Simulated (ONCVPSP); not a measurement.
## What one change does to a pseudopotential (potassium, ONCV)

```
Element                 : K
Generator               : ONCVPSP 4.0.1
Type                    : optimised norm-conserving Vanderbilt (ONCV)
Functional              : LDA (Perdew-Wang 92)
Relativity              : scalar-relativistic
Frozen core             : [Ne]
Valence charge          : 9
Reference configuration : 3s2 3p6 4s1
Partial waves           : 3s+4s: rc 2.30 bohr, ncon 4, nbas 7, qcut 4.1 1/bohr, 2 projectors; 3p: rc 2.20 bohr, ncon 5, nbas 9, qcut 5.7 1/bohr, 2 projectors, debl 1.9 Ha; d scattering state at 0.06 Ha: rc 2.05 bohr, ncon 4, nbas 7, qcut 4.3 1/bohr, 3 projectors, debl 2.1 Ha
Local potential         : polynomial inside 1.30 bohr (lpopt 5, dvloc0 0 Ha)
Core correction         : polynomial model core, fcfact 0.3
```

All-electron outer shells of the reference configuration (LDA (PZ), scalar-relativistic, ld1.x):

```tsv
shell	level (eV)	outermost node (bohr)	outermost maximum (bohr)
2p	-280.03	–	0.26
3s	-35.18	0.48	1.07
3p	-18.83	0.45	1.15
4s	-2.43	1.59	4.03
```

Change: reference 3s2 3p6 3d1; waves 3s: rc 2.30 bohr, ncon 4, nbas 7, qcut 4.1 1/bohr, 2 projectors, debl 1.4 Ha; 3d: rc 2.05 bohr, ncon 4, nbas 7, qcut 4.3 1/bohr, 3 projectors, debl 2.1 Ha.

Cutoffs: the cutoffs (Ha) at which the residual kinetic energy of the hardest occupied pseudo-wave falls to 1 and 0.1 mHa per electron; they do not see the model core or the augmentation charge, which bear on the density cutoff. Errors are all-electron minus pseudo energies relative to the spin-unpolarised reference configuration.

What does the change do?

The potential gets harder (11 Ha and 14 Ha → 17 Ha and 38 Ha); neither file shows a bound ghost.

| quantity | base | changed |
| --- | --- | --- |
| cutoff, loose | 11 Ha | 17 Ha |
| cutoff, tight | 14 Ha | 38 Ha |
| bound ghosts | none | none |
| GHOST(+) flags under 300 eV | none | none |
| largest error over its own tests, meV | -240 | +0.4 |
| s: phases at 2.34 bohr within 0.05 rad from the reference energy up to (Ha; the scan ends near 5) | 3.1 | 3.1 |
| p: phases at 2.23 bohr within 0.05 rad from the reference energy up to (Ha; the scan ends near 5) | to the end of the scan | to the end of the scan |
| d: phases at 2.08 bohr within 0.05 rad from the reference energy up to (Ha; the scan ends near 5) | to the end of the scan | to the end of the scan |
| rms error of d²Exc/dni dnj with the model core, mHa | 1.01 | 1.01 |

Base: The cutoffs count occupied waves only; projector 3 of the d channel, the hardest unoccupied one, needs 63 Ha at the loose tolerance. Changed file: The cutoffs count occupied waves only; projector 3 of the d channel, the hardest unoccupied one, needs 63 Ha at the loose tolerance.
